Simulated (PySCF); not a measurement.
# Basis and Hamiltonian dependence of the excitation energy of He

He 1s2 (1S) → He 1s1 2p1 (3P). Calculated with PySCF 2.14 from differences of total energies of unrestricted determinants, without spin-orbit coupling. Values in eV.

```csv
basis,Hamiltonian,functions,UHF,LDA,PBE0,MP2 (valence),CCSD(T) (valence)
"x2c-TZVPPall with one added diffuse shell each of s, p type",spin-free X2C,18,22.812,23.119,23.229,23.667,23.811
aug-cc-pVTZ,non-relativistic,23,23.121,23.422,23.527,23.950,24.082
aug-cc-pVTZ-DK,spin-free X2C,23,23.120,23.421,23.527,23.950,24.082
dyall-acv3z,spin-free X2C,29,23.327,23.634,23.735,24.171,24.303
dyall-acv3z,non-relativistic,29,23.328,23.635,23.735,24.171,24.303
dyall-av3z,spin-free X2C,29,23.327,23.634,23.735,24.171,24.303
dyall-av3z,non-relativistic,29,23.328,23.635,23.735,24.171,24.303
"aug-cc-pVTZ with one added diffuse shell each of s, p, d type",non-relativistic,32,19.987,20.426,20.540,20.864,21.008
def2-QZVPPD,non-relativistic,33,22.095,22.413,22.515,23.003,23.133
"x2c-QZVPPall with one added diffuse shell each of s, p, d type",spin-free X2C,39,22.515,22.826,22.924,23.401,23.521
aug-cc-pVQZ-DK,spin-free X2C,46,22.079,22.402,22.502,22.972,23.092
aug-cc-pVQZ,non-relativistic,46,22.080,22.402,22.502,22.972,23.092
"aug-cc-pVQZ with one added diffuse shell each of s, p, d, f type",non-relativistic,62,19.938,20.389,20.501,20.872,21.003
aug-cc-pV5Z,non-relativistic,80,21.501,21.839,21.938,22.422,22.537
```

Frozen in the all-electron rows: valence: nothing.

At CCSD(T) (valence), aug-cc-pVTZ, dyall-acv3z, dyall-acv3z, dyall-av3z, dyall-av3z, aug-cc-pVTZ with one added diffuse shell each of s, p, d type, x2c-QZVPPall with one added diffuse shell each of s, p, d type, aug-cc-pVQZ-DK, aug-cc-pVQZ with one added diffuse shell each of s, p, d, f type, aug-cc-pV5Z lie more than 0.3 eV from the median of the rows with comparable relativity.

Reference for a calculation without spin-orbit coupling: 20.964 eV (measured, between term centres; NIST).
